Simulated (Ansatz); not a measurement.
Bond stretch in SMg, lowest triplet found (which spin is the ground state isn't settled by this scan).

- UKS-PBE = Ansatz (a first-principles code) with unrestricted PBE/cc-pVDZ
- UKS-CAM-B3LYP = unrestricted CAM-B3LYP/cc-pVDZ in Ansatz
- FCI = full CI/cc-pVDZ, frozen core run with Ansatz

Energies relative to the lowest point of each curve between 1.93 and 2.91 Å, where full CI is lowest, in eV; the last columns give the error against full CI:

```tsv
R / Å	UKS-PBE	UKS-CAM-B3LYP	FCI	UKS-PBE − FCI	UKS-CAM-B3LYP − FCI
1.77	3.288	3.160	3.415	-0.126	-0.254
1.93	1.380	1.283	1.417	-0.037	-0.133
2.05	0.612	0.543	0.617	-0.005	-0.074
2.15	0.251	0.205	0.245	0.005	-0.040
2.24	0.076	0.052	0.070	0.006	-0.018
2.34	0.000	0.000	0.000	0.000	0.000
2.43	0.006	0.027	0.017	-0.011	0.011
2.47	0.025	0.056	0.042	-0.017	0.014
2.54	0.078	0.124	0.106	-0.028	0.018
2.65	0.194	0.265	0.243	-0.049	0.022
2.77	0.348	0.443	0.419	-0.072	0.023
2.91	0.540	0.659	0.635	-0.095	0.024
3.12	0.820	0.957	0.928	-0.108	0.029
3.32	1.051	1.185	1.132	-0.081	0.053
3.57	1.280	1.389	1.276	0.004	0.113
3.97	1.525	1.571	1.356	0.169	0.215
4.37	1.669	1.651	1.375	0.294	0.276
```

UKS-PBE is furthest from FCI at 4.37 (0.294 eV, above); its mean absolute error over the points is 0.065 eV.

UKS-CAM-B3LYP is furthest from FCI at 4.37 (0.276 eV, above); its mean absolute error over the points is 0.078 eV.

The scan ran from 1.77 to 8.43 Å; beyond the distances shown full CI changes its symmetry label.
